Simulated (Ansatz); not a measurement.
Geometry optimisation, RKS B3LYP-D4/cc-pVDZ in Ansatz 0.2.0.

Input file:

```yaml
crystal:
  periodic: [false, false, false]
  atoms:
    - { symbol: Al, position_ang: [-0.159617, -0.329093, -0.151211] }
    - { symbol: F, position_ang: [-0.1048, -0.517079, 1.537348] }
    - { symbol: O, position_ang: [1.317553, -0.465126, -1.020596] }
    - { symbol: H, position_ang: [2.163522, -0.658097, -0.599131] }
    - { symbol: H, position_ang: [-1.525054, -0.202594, -0.895668] }
    - { symbol: O, position_ang: [0.032588, 2.276484, 1.245127] }
    - { symbol: H, position_ang: [0.964124, 2.543569, 1.270411] }
    - { symbol: H, position_ang: [-0.014916, 1.564835, 1.93012] }
basis:
  gaussian: { orbitals: cc-pVDZ }
hamiltonian:
  xc: b3lyp
  dispersion: d4
relax:
  f_tol: 0.03
  max_steps: 50
```

Launched with:

```bash
$ ansatz run input.yaml --threads 1 --pin off --max-ram 2048MiB --backend cpu --events-out ev --progress --plain --runs-dir out
```

Q: Where does it end, and by what steps?

A: The forces met the threshold. After 30 steps the energy has fallen by 0.672 eV; O3 moved furthest, 0.93 Å. Joined: Al1–O6 (2.96 → 2.01 Å).

```
step  energy less start (eV)  largest force component (eV/Å)  accepted
   0                  0.0000                           0.933       yes
   2                 -0.3818                           1.241       yes
   4                 -0.5959                           0.354       yes
   6                 -0.6267                           0.253       yes
   8                 -0.6378                           0.086       yes
  10                 -0.6441                           0.107       yes
  12                 -0.6407                           0.787        no
  14                 -0.6440                           0.760        no
  16                 -0.6543                           0.286       yes
  18                 -0.6582                           0.140       yes
  20                 -0.6622                           0.308       yes
  22                 -0.6573                           0.372        no
  24                 -0.6686                           0.055       yes
  26                 -0.6705                           0.047       yes
  28                 -0.6716                           0.082       yes
  30                 -0.6719                           0.010       yes
```

```xyz
8
Properties=species:S:1:pos:R:3
Al -0.161 -0.051 0.188
F -0.414 -0.793 1.708
O 1.511 0.121 -0.322
H 1.951 -0.409 -0.994
H -1.355 -0.115 -0.840
O 0.077 1.801 0.947
H 1.025 1.893 0.711
H 0.039 1.767 1.919
```

Whether the end is a true minimum wasn't checked by a vibrational analysis.

Time of the run: 50 s on 1 thread of Intel(R) Xeon(R) 6975P-C (Granite Rapids) (shared host), peak memory 0.17 GiB.
